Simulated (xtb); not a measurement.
HISTe, SMILES S[Te]I. All values are semi-empirical tight-binding results from xtb (GFN2-xTB unless named), good for trends rather than for accurate numbers. Geometry optimised at GFN2-xTB. The values are those of a single conformer.

The orbital gap is 3.04 eV and the zero-point energy comes out as 5.9 kcal/mol. The G − E(el) at 298.15 K (modified RRHO) is -14.4 kcal/mol, the static polarisability (D4 model) is 93.4 bohr³ and the solvation energy, GFN2-xTB/ALPB(water) is -2.3 kcal/mol. The solvation energy, GFN2-xTB/ALPB(ether) is -8.2 kcal/mol.
